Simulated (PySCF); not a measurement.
## Electron correlation in I (iodine, neutral)

[Kr] 4d10 5s2 5p4 5d1, one real determinant (an excited configuration). Computed with PySCF 2.14 in aug-cc-pVQZ-PP with ECP28MDF (7s7p5d3f2g, 92 functions), with scalar relativity through the core potential. Frozen: 4s2 4p6 4d10; 7 electrons correlated.

```
  level  correlation energy (mhartree)
   CCSD                        -127.58
    (T)                          -5.27
CCSD(T)                        -132.85
```

Diagnostics: T1 = 0.0099, D1 = 0.0250, largest double amplitude 0.072.

Task: Is a single reference adequate?

Result: Mostly. T1 lies below 0.03, but a double amplitude of this size points to a near-degeneracy that CCSD handles and MP2 describes poorly.

The reference is one real determinant that mixes LS terms of this configuration.
